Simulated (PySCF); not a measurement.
**Mo3+: what the settings change**

The free ion Mo3+ in its d3 configuration.

Method (PySCF 2.14, density fitting): CASSCF(3,5) with orbitals averaged over all microstates of the shell, strongly contracted NEVPT2 on the averaged canonical orbitals; basis x2c-TZVPall; spin-free X2C; gas phase; spin-orbit coupling by state interaction with the mean-field operator over all roots.

Base run: NEVPT2 ground state 4F, next 4P at 10470, then 2G at 11669 cm⁻¹, B(NEVPT2) 700, ζ 788 cm⁻¹, μeff(300 K) 1.50 μB.

Task: What happens with the bare-nucleus spin-orbit operator, which lacks the electrons' screening?

Result: NEVPT2 ground state 4F, next 4P at 10470, then 2G at 11669 cm⁻¹, B(NEVPT2) 700, ζ 1130 cm⁻¹, μeff(300 K) 1.25 μB.

Task: What happens with orbitals averaged over the highest spin alone?

Result: NEVPT2 ground state 4F, next 4P at 10476, then 2G at 11684 cm⁻¹, B(NEVPT2) 701, ζ 791 cm⁻¹, μeff(300 K) 1.50 μB.
